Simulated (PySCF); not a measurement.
SMILES [F][Os]([F])([F])([F])([F])[F], triplet (PBE0/def2-SVP optimised geometry):

```
7

Os     0.000     0.000     0.000
F      1.835     0.000     0.000
F     -1.835     0.000    -0.001
F     -0.040     1.836     0.000
F      0.042    -0.046    -1.835
F     -0.040     0.044     1.836
F      0.038    -1.836     0.002
```

Method: PySCF 2.14.0 with unrestricted PBE0/def2-TZVP, def2 effective core potentials past Kr.

**Question.** What are the frontier orbital energies (α orbitals alone; a β orbital can be the lowest empty one) and the dipole moment?

**Answer.** HOMO-2 -12.98 eV, HOMO-1 -10.23 eV, HOMO -10.23 eV, LUMO -7.62 eV, LUMO+1 -2.25 eV; dipole moment 0.00 D.

On the same geometry unrestricted PBE/def2-TZVP, def2 effective core potentials past Kr in PySCF gives HOMO-2 -10.76 eV, HOMO-1 -7.80 eV, HOMO -7.80 eV, LUMO -7.72 eV, LUMO+1 -2.80 eV; dipole moment 0.00 D.
